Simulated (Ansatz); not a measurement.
Cost and result for the atomization energy of C₂H₆Sb (`[CH2][SbH][CH3]`) radical (9 atoms, 8 bonds).

```xyz
9

C    -0.1754    1.7206    0.3183
Sb   -0.8551    0.1565   -0.9029
C     0.0984   -1.4403    0.1968
H    -0.3312    1.6900    1.3919
H     0.1210    2.6773   -0.0978
H     0.4016    0.3286   -2.0559
H     1.1404   -1.1952    0.3923
H    -0.4327   -1.5760    1.1392
H     0.0330   -2.3616   -0.3820
```

Charge 0, multiplicity 2. Correlated methods include outer-core shells of Sb, which these sets cover unevenly. Sb: def2 effective core potential. The geometry is a stationary point of PBE0-D4/def2-TZVP. Program: Ansatz. All runs use 4 threads of an Arm Neoverse V1 on a shared host. Times are those of one run each, without the atoms' runs, and a repeat can differ threefold. Electronic energies, without spin–orbit coupling; frozen cores. CCSD(T)/CBS adds CCSD(T) − MP2 in def2-TZVPP to the MP2 limit, and its time is that of the two runs behind it. T1 = 0.015; ⟨S²⟩ of the reference is 0.77. With those shells the extrapolation isn't a true limit. B3LYP takes the VWN-RPA correlation (the form of Gaussian; ORCA's B3LYP/G).

CCSD(T)/CBS is a level of theory with its own doubt, some kJ/mol a heavy atom from the limit and from the frozen cores, so smaller differences don't rank the functionals.

```csv
level,functions,wall time
revPBE-D4/def2-TZVPP,196,2.4 s
BLYP-D4/def2-TZVPP,196,2.4 s
PBE-D4/def2-TZVPP (with forces),196,2.7 s
B3LYP-D4/def2-TZVPP (with forces),196,4 s
CAM-B3LYP-D4/def2-TZVPP,196,4.1 s
BHLYP-D4/def2-TZVPP,196,4.2 s
B2PLYP/def2-TZVPP,196,6 s
r2SCAN-D4/def2-TZVPP (with forces),196,6.5 s
r2SCANh-D4/def2-TZVPP,196,6.5 s
CCSD(T)/def2-SVP,84,10 s
MP2/def2-QZVPP,376,22 s
CCSD(T)/def2-TZVPP,196,4.9 min
CCSD(T)/CBS(def2),–,5.2 min
```

**Question.** What atomization energy does each give, and how far from CCSD(T)/CBS? (Estimate.)

**Answer.** Computed: 
```json
{"level": "revPBE-D4/def2-TZVPP", "atomization (kJ/mol)": "2861.4", "difference from CCSD(T)/CBS": "-16.1", "per bond": "-2.0"}
{"level": "BLYP-D4/def2-TZVPP", "atomization (kJ/mol)": "2886.5", "difference from CCSD(T)/CBS": "9.0", "per bond": "1.1"}
{"level": "PBE-D4/def2-TZVPP (with forces)", "atomization (kJ/mol)": "2920.9", "difference from CCSD(T)/CBS": "43.4", "per bond": "5.4"}
{"level": "B3LYP-D4/def2-TZVPP (with forces)", "atomization (kJ/mol)": "2894.1", "difference from CCSD(T)/CBS": "16.6", "per bond": "2.1"}
{"level": "CAM-B3LYP-D4/def2-TZVPP", "atomization (kJ/mol)": "2892.7", "difference from CCSD(T)/CBS": "15.2", "per bond": "1.9"}
{"level": "BHLYP-D4/def2-TZVPP", "atomization (kJ/mol)": "2823.2", "difference from CCSD(T)/CBS": "-54.3", "per bond": "-6.8"}
{"level": "B2PLYP/def2-TZVPP", "atomization (kJ/mol)": "2843.2", "difference from CCSD(T)/CBS": "-34.3", "per bond": "-4.3"}
{"level": "r2SCAN-D4/def2-TZVPP (with forces)", "atomization (kJ/mol)": "2884.4", "difference from CCSD(T)/CBS": "6.9", "per bond": "0.9"}
{"level": "r2SCANh-D4/def2-TZVPP", "atomization (kJ/mol)": "2870.4", "difference from CCSD(T)/CBS": "-7.1", "per bond": "-0.9"}
{"level": "CCSD(T)/def2-SVP", "atomization (kJ/mol)": "2681.5", "difference from CCSD(T)/CBS": "-196.0", "per bond": "-24.5"}
{"level": "MP2/def2-QZVPP", "atomization (kJ/mol)": "2826.2", "difference from CCSD(T)/CBS": "-51.3", "per bond": "-6.4"}
{"level": "CCSD(T)/def2-TZVPP", "atomization (kJ/mol)": "2803.2", "difference from CCSD(T)/CBS": "-74.3", "per bond": "-9.3"}
{"level": "CCSD(T)/CBS(def2)", "atomization (kJ/mol)": "2877.5", "difference from CCSD(T)/CBS": "0.0", "per bond": "0.0"}
```

From BLYP to BHLYP (50 % exact exchange), in def2-TZVPP and without D4, the atomization energy moves by −48.6 kJ/mol: exact exchange takes away binding that semilocal exchange gives to molecules. Leaving LDA and LC-ωPBE aside and taking each functional with its dispersion term where it has one, the values spread over 97.6 kJ/mol, from BHLYP-D4 to PBE-D4. LDA lies +362.6 kJ/mol from PBE without D4, its usual overbinding. The D4 term adds +26.8 kJ/mol with B3LYP and +13.8 kJ/mol with PBE0; it sums over pairs of atoms, weighted by their polarisabilities, and B3LYP, whose exchange is more repulsive, gets the larger term.
